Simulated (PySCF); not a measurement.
# Ionising SrCl

PBE; basis Sr def2-SVPD with ECP28, Cl def2-SVPD; scalar-relativistic core potentials; PySCF 2.14. Neutral (UKS): doublet (σ ↑), Re = 2.617 Å, ωe = 294 cm⁻¹, De = 4.37 eV, HOMO -3.66 eV, LUMO -2.77 eV.

SrCl⁻ (UKS): singlet (closed shell), Re = 2.738 Å, ωe = 230 cm⁻¹, De = 1.75 eV to Sr + Cl⁻. The energies at the minima are -490.64070 hartree for SrCl and -490.68262 for SrCl⁻.

(1) Work out the adiabatic electron affinity, without and with harmonic zero-point energies (1 hartree = 27.2114 eV, 1 eV = 8065.5 cm⁻¹), and the change of the bond length.

For an ion De counts to the pair picked by the measured ionisation energies or electron affinities, which need not be the lowest pair at this level. The highest Kohn–Sham level is positive in this anion. Much of that is self-interaction error, but it also means that the finite basis helps to hold the extra electron. States were picked by a PBE0 search and need not be the measured ground states.

Results:

(1) At PBE: 0.04192 hartree = 1.141 eV between the minima; the zero-point term (294.0 − 230.0)/2 cm⁻¹ = +0.004 eV makes it 1.145 eV. Re changes by +12.1 pm against the neutral. The electron enters a σ orbital; in so polar a molecule the change of length follows mostly from the change of the ionic charges.
